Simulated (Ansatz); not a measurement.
Species: [Hf(CH3)2(Br)2] (charge 0, multiplicity 1).

Question: Give a relaxed geometry from r2SCAN-D4/def2-SVP in Ansatz (a program for electronic structure).

Answer: One answer among several that fit: the end point of this relaxation, one of several conformers.
Z-matrix (Å, degrees):
```
Hf
C 1 2.1843
H 2 1.1059 1 112.08
H 2 1.1064 3 107.57 1 -122.08
H 2 1.1065 3 107.56 4 -115.83
C 1 2.1843 2 102.19 3 -179.84
H 6 1.1059 1 112.07 2 -179.69
H 6 1.1064 7 107.56 1 122.08
H 6 1.1065 7 107.56 8 115.85
Br 1 2.5116 2 108.30 3 -65.64
Br 1 2.5116 2 108.32 3 65.92
```
